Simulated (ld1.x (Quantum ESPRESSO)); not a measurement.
The numbers below are computed, except where a source is named.
# Potentials for antimony compared

Generated with ld1.x 7.5 (TM, RRKJ, ultrasoft, PAW), atompaw 4.2 or ONCVPSP 4.0.1. The cutoff is in Ry: for ld1.x and atompaw files where the sum of valence levels is converged to 10 mRy in a Bessel basis, for ONCV files where the hardest occupied wave has 1 mHa per electron of residual kinetic energy. The error is the largest all-electron minus pseudo excitation energy over each file’s own four to seven test configurations (ionisations up to +4, promotions, holes and added fractions of an electron), all of which were solved. The labels leave out finer settings (local radius, basis sizes, second energies), which also bear on the numbers. Spin-polarised tests are not counted. The rows are a selection from randomly drawn settings: files with unsolved tests, undetermined cutoffs or missed reference levels are left out.

A true bound ghost makes a file unfit for plane-wave use even where its test errors are small: the radial tests pick states by their node count and pass the ghost by.

```tsv
potential	cutoff (Ry)	largest error (meV)	bound ghosts
TM, PBE, scalar-relativistic, rc 1.40/2.10 (sp), local p, core correction yes, reference 5s2 5p3	45	-452	none
TM, PBE, scalar-relativistic, rc 2.05/1.80/1.70 (spd), local smoothed, core correction yes, reference 5s2 5p3	30	-425	d
TM semilocal, PBE, scalar-relativistic, rc 1.95/2.45/1.65 (spd), local s, core correction no, reference 4d10 5s2 5p3	90	-213	none
TM, LDA (PZ), scalar-relativistic, rc 1.85/1.85/0.95 (spd), local smoothed, core correction yes, reference 4d10 5s2 5p3	120	-314	s, p
TM, PBE, scalar-relativistic, rc 1.55/2.45/2.30 (spd), local p, core correction no, reference 5s2 5p3	40	+63	none
```

**Question.** Fill in the row for Sb: TM, PBE, scalar-relativistic, rc 1.65/2.40/1.40 (spd), local s, core correction yes, reference 4d10 5s2 5p3.

**Answer.** cutoff 100 Ry, largest error -323 meV, bound ghosts: none.

**Question.** Fill in the row for Sb: PAW, PBE, non-relativistic, rc 1.80/2.00/1.25 (spd), local smoothed, core correction yes, reference 4d10 5s2 5p2.

**Answer.** cutoff 100 Ry, largest error -2.5 meV, bound ghosts: s.
